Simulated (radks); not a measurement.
Valence configurations of Nb II (all share [Kr]). All-electron calculation, non-relativistic Kohn-Sham, r2SCAN, spin-polarised, spherical densities, point nucleus; open shells are filled with parallel spins first (spin-orbit coupling, left out, can overturn this in heavy ions); meta-GGA in the generalised Kohn-Sham scheme; relativity is left out, which matters for an element this heavy. Program: a radial shooting solver on a logarithmic mesh with Libxc functionals. Energies are relative to 4d4; eigenvalues in eV for spin up.

valence      E (eV)  moment (Bohr magnetons)    e(4d)    e(5p)    e(5s)
4d4           0.000                        4  -10.348        -        -
4d3 5p1       5.542                        4  -13.672   -7.394        -
4d3 5s1       1.462                        4  -12.770        -  -11.020
4d2 5s2       5.790                        2  -15.132        -  -11.771
4d1 5s2 5p1  14.330                        2  -18.454   -9.110  -13.782
4d2 5p2      12.631                        4  -16.904   -8.968        -
4d3.5 5p0.5   2.587                        4  -12.024   -6.486        -
4d3.5 5s0.5   0.662                        4  -11.561        -  -10.082
4d1 5p3      21.453                        4  -20.033  -10.338        -

NIST lists [Kr] 4d4 as the ground configuration; this level of theory agrees among the configurations tried. The energies are those of spherical high-spin densities, not of single terms. Relativity is left out, which favours d and f over s occupation in heavy atoms.
